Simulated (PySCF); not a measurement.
## Computed spin Hamiltonian

Species: C₅H₈NO (doublet state).
Numbering: `[CH2:1][C:2](=[O:3])[NH:4][CH:5]1[CH2:6][CH2:7]1` (hydrogens: H8, H9 on C1; H10 on N4; H11 on C5; H12, H13 on C6; H14, H15 on C7)

Cartesian coordinates in Å at the GFN2-xTB level; atoms count from 1:
```xyz
15
C5H8NO angstrom
C      2.8628   -0.1447    0.1610
C      1.6286    0.0724    0.8275
O      1.5091    0.3602    2.0132
N      0.5155   -0.0699    0.0122
C     -0.7967    0.1135    0.4996
C     -1.9293   -0.7050   -0.0556
C     -1.8430    0.7588   -0.3676
H      2.9155   -0.3839   -0.8848
H      3.7748   -0.0620    0.7207
H      0.6326   -0.2983   -0.9620
H     -0.7743    0.3404    1.5581
H     -2.6893   -1.0477    0.6285
H     -1.7055   -1.4052   -0.8467
H     -1.5622    1.0475   -1.3695
H     -2.5430    1.4320    0.1009
```

The hyperfine couplings belong to this conformer and change with its torsions.

Level of theory: UKS B3LYP, pcH-1 on C H N O, non-relativistic, mean-field spin-orbit, GIAO (PySCF). The structure is a single GFN2-xTB conformer in the gas phase; no vibrational or solvent corrections. The geometry wasn't refined by DFT: couplings that depend on bond lengths, twists or pyramidal angles can differ widely from those at the functional's own minimum. Stability of the SCF solution: not tested.

```json
{
  "g1, g2, g3": "2.00216, 2.00340, 2.00486",
  "g_iso": "2.00347",
  "Form of g": "rhombic: the two nearest values differ by 46 % of g3 − g1",
  "⟨S²⟩": "0.7556 (exact 0.7500)",
  "Basis functions": "255"
}
```

Hyperfine couplings atom by atom, in MHz; T1 to T3 are the principal values of the dipolar part:

```csv
atom,isotope,a_iso,T1,T2,T3,Mulliken spin population
C1,13C,73.9,-72.4,-71.7,144.2,0.95
C2,13C,-39.8,-10.0,2.5,7.4,-0.10
O3,17O,-7.5,-36.8,17.6,19.2,0.12
N4,14N,3.9,-5.4,-4.8,10.2,0.09
C5,13C,-5.4,-0.9,0.3,0.6,-0.01
C6,13C,6.3,-1.7,-1.6,3.3,0.01
C7,13C,6.8,-1.8,-1.7,3.5,0.02
H8,1H,-55.8,-34.3,-1.5,35.8,-0.04
H9,1H,-57.5,-34.1,-1.5,35.6,-0.04
H10,1H,-7.0,-4.7,-1.4,6.2,0.00
H11,1H,0.2,-2.0,-0.7,2.8,0.00
H12,1H,1.8,-1.1,-0.4,1.6,0.00
H13,1H,-0.8,-1.5,-0.3,1.7,0.00
H14,1H,-0.9,-1.5,-0.2,1.7,0.00
H15,1H,1.8,-1.2,-0.4,1.6,0.00
```

The largest Mulliken spin populations are on C1 (+0.95), O3 (+0.12), C2 (-0.10) and N4 (+0.09). C1 is the only atom above +0.15. The angles at C1 add up to 360.0°, so it is planar; its axial dipolar tensor and the negative couplings of its protons fit spin in a p orbital normal to that plane.

Axes: g2 points within 13° of the C1–H9 bond and g3 points within 14° of the C2–O3 bond.

Under fast tumbling the dipolar parts average out, and these isotropic splittings remain: 1 × 1H (H9, I = 1/2, 2 lines) with 2.05 mT, 1 × 1H (H8, I = 1/2, 2 lines) with 1.99 mT, 1 × 1H (H10, I = 1/2, 2 lines) with 0.25 mT, 1 × 14N (N4, I = 1, 3 lines) with 0.14 mT, 2 × 1H (H12/H15, I = 1/2, 3 lines) with 0.06 mT and 2 × 1H (H13/H14, I = 1/2, 3 lines) with 0.03 mT.

Nuclei that the bonding pattern makes equivalent are averaged, as if the motion that swaps them (rotation, inversion, ring flip) were fast. H8 and H9 aren't averaged: C1 is flat or nearly so (angle sum 360°), and its turn about the short C1–C2 bond (1.42 Å) is taken as slow.

The 13C coupling of C1 (73.9 MHz) shows only in satellite lines or after enrichment, since that isotope makes up about 1.07 % of natural carbon.

The 17O coupling of O3 (-7.5 MHz) shows only in satellite lines or after enrichment, since that isotope makes up about 0.038 % of natural oxygen.

Examples of negative spin density at the nucleus (bohr⁻³): C2 (-0.0354), H9 (-0.0129) and H8 (-0.0125).
